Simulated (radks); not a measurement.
Task: Species: Te3+. Configuration: [Kr] 4d10 5s2 5p1. Method: Dirac Kohn-Sham, PBE, spin-unpolarised, spherical densities, finite nucleus; open shells are shared between the two j in proportion to 2j + 1; Fermi nuclear charge, rms radius 4.7423 fm; computed with a radial shooting solver on a logarithmic mesh with Libxc functionals.

Spin-orbit splittings of the eigenvalues, e(l+1/2) - e(l-1/2), with zeta = 2 splitting/(2l+1) and mean radii in bohr:

shell  occ.  splitting (eV)  zeta (eV)  <r> j=l-1/2  <r> j=l+1/2
2p        6           274.5      183.0       0.1008       0.1064
3p        6           51.16      34.11       0.3122       0.3236
3d       10           10.70      4.280       0.2946       0.2983
4p        6           9.727      6.484       0.8009       0.8293
4d       10               ?          ?       0.9577       0.9693
5p        1           1.222     0.8148        2.183        2.253

Estimate the 4d splitting.

Result: 1.482 eV (zeta = 0.5927 eV).
